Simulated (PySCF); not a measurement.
## Frontier orbitals and the lowest excitations

C3H10ClPSi2.
Cartesian coordinates in Å at the GFN2-xTB level; atoms count from 1:
```xyz
17
C3H10ClPSi2 angstrom
Cl     3.6078    2.2135    0.2518
Si     3.3131    0.2243    0.1635
P      1.2344   -0.1927    0.8482
Si     0.0071    0.6954   -0.8109
C     -1.7887    0.2415   -0.4639
C     -2.1471   -1.1396    0.0126
C     -2.2509    0.0144    0.9491
H      3.6244   -0.2015   -1.2022
H      4.2207   -0.4249    1.1080
H      1.2387   -1.4888    0.3704
H      0.1928    2.1486   -0.7580
H      0.4012    0.1982   -2.1389
H     -2.5137    0.7053   -1.1223
H     -1.3465   -1.8480    0.1728
H     -3.0546   -1.5911   -0.3611
H     -3.2308    0.3690    1.2327
H     -1.5147    0.0884    1.7383
```

Computed, not measured: TDDFT CAM-B3LYP/def2-SVPD, vertical, gas phase, core orbitals frozen in the response (PySCF 2.14.0, density-fitted response routines).

Kohn–Sham orbitals with the atoms that hold most of them (Löwdin shares over 4%, at most four atoms; ? is withheld):

```csv
orbital,ε (eV),atoms
LUMO+2,1.09,"Si4 29%, P3 22%, H12 10%, Si2 9%"
LUMO+1,0.88,"Si2 25%, P3 19%, H10 11%, Cl1 9%"
LUMO,?,"Si2 31%, Cl1 21%, P3 14%, H9 10%"
HOMO,-8.59,?
HOMO-1,-9.68,?
HOMO-2,-9.86,"C6 22%, C7 13%, Cl1 11%, C5 11%"
HOMO-3,-9.93,"C5 30%, C7 20%, C6 13%, Si4 8%"
```

**Question.** Which atoms hold the HOMO, and with what shares?

**Answer.** P3 (bonded to 2 Si and H) 60%; Si4 (bonded to C, P and 2 H) 11%; Si2 (bonded to Cl, P and 2 H) 10%; H10 (bonded to P) 6%. By element: phosphorus 60%, silicon 21%, hydrogen 6% or more.

**Question.** Give the leading atoms of the HOMO-1.

**Answer.** C5 (bonded to 2 C, Si and H) 19%; P3 (bonded to 2 Si and H) 17%; Si4 (bonded to C, P and 2 H) 14%; Si2 (bonded to Cl, P and 2 H) 10%. By element: silicon 24%, carbon 19% or more, phosphorus 17%.

**Question.** What is the LUMO energy, and the HOMO–LUMO gap?

**Answer.** ε(LUMO) = 0.77 eV; the gap is 9.36 eV (0.3440 hartree).

**Question.** How does S1 compare with the orbital gap of 9.36 eV?

**Answer.** S1 is at 6.06 eV (f = 0.014), 3.30 eV below the gap, made of HOMO→LUMO (80%). 

**Question.** One configuration dominates each of S1 and S2. Which, and how do the shares of the two leading atoms of either orbital change from the occupied to the empty one?

**Answer.** 
- S1 (6.06 eV, f 0.014), HOMO→LUMO (80%): P3 60% → 14%, Si4 11% → at most 10%, Si2 10% → 31%, Cl1 at most 6% → 21%
- S2 (6.30 eV, f 0.017), HOMO→LUMO+1 (76%): P3 60% → 19%, Si4 11% → at most 10%, Si2 10% → 25%

Löwdin shares depend on the basis, the more so with diffuse functions.

One conformer stands for the species.

Without π bonds the low states are Rydberg-like; a valence basis with one diffuse set may place them up to an eV too high.
